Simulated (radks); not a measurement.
All-electron atom: the niobium ion Nb2+ in [Kr] 4d3 (the NIST ground configuration).

Method: non-relativistic Kohn-Sham, SCAN, spin-polarised, spherical densities, point nucleus; open shells are filled with parallel spins first (spin-orbit coupling, left out, can overturn this in heavy ions); meta-GGA in the generalised Kohn-Sham scheme; relativity is left out, which matters for an element this heavy; computed with a radial shooting solver on a logarithmic mesh with Libxc functionals.

Energy parts (hartree):
total: -3755.08008
kinetic: 3753.33008
electron-nucleus: -8918.01606
Hartree: 1526.59887
exchange-correlation: -116.99299

Orbitals (lengths in bohr, moments of r in powers of bohr; <r^-3> diverges for s and p1/2):
orbital,occ.,eigenvalue (hartree),<r^-3>,<r>
1s up,1,-676.8310,-,0.03721
1s down,1,-676.8315,-,0.03721
2s up,1,-94.16555,-,0.1628
2s down,1,-94.15125,-,0.1628
2p up,3,-86.45412,2129,0.1398
2p down,3,-86.44363,2130,0.1398
3s up,1,-16.38326,-,0.4536
3s down,1,-16.37796,-,0.4536
3p up,3,-13.42747,345.4,0.4501
3p down,3,-13.42027,345.1,0.4502
3d up,5,-8.07114,50.20,0.4320
3d down,5,-8.05786,50.17,0.4320
4s up,1,-2.77930,-,1.190
4s down,1,-2.69299,-,1.181
4p up,3,-1.96119,46.06,1.307
4p down,3,-1.86479,47.67,1.294
4d up,3,-0.74486,3.665,1.812

The highest occupied level is 4d up at -20.269 eV. The density falls to 0.001 e/bohr^3 at r = 3.58 bohr. For comparison, the ionisation energy in NIST's Atomic Spectra Database is 25.040 eV (semi-empirical). In exact Kohn-Sham theory the highest level is minus the ionisation energy, but local and semilocal functionals leave it too shallow, through self-interaction and a potential that decays too fast; potentials with the right tail come closer. Summed over all electrons, <r^2> = 30.80 bohr^2, which gives a Langevin (diamagnetic) susceptibility term of -24.4 x 10^-6 cm^3/mol.

Empty levels of this run are not shown, since the potential may be unsettled where no density lies.
